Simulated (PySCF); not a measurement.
H3FSi, SMILES `F[SiH3]`, neutral singlet in the gas phase. 

Cartesian coordinates (Å):
SMILES: F[SiH3]
```xyz
5

F      1.3687    -0.6881    -0.3090
Si    -0.0380     0.0191     0.0086
H     -0.5969    -0.5905     1.2324
H      0.2042     1.4623     0.2095
H     -0.9380    -0.2028    -1.1415
```
Charge 0, multiplicity 1.

All levels are single points at this geometry (B3LYP-D3(BJ)/def2-TZVP); Pople sets use spherical d functions. Orbital energies aren't observables, and empty levels follow the basis.

B3LYP/3-21G in PySCF gives dipole (D) = 1.45.

Problem. Estimate the dipole (D) from each of these levels: B3LYP-D3(BJ)/def2-TZVP in PySCF; B3LYP/6-311+G** in PySCF; M06-2X/6-31G* in PySCF; PBE/6-31G* in PySCF; HF/6-31G* in PySCF.

Solution. 
```csv
level,dipole (D)
B3LYP-D3(BJ)/def2-TZVP in PySCF,1.31
B3LYP/6-311+G** in PySCF,1.65
M06-2X/6-31G* in PySCF,1.41
PBE/6-31G* in PySCF,1.21
HF/6-31G* in PySCF,1.57
```
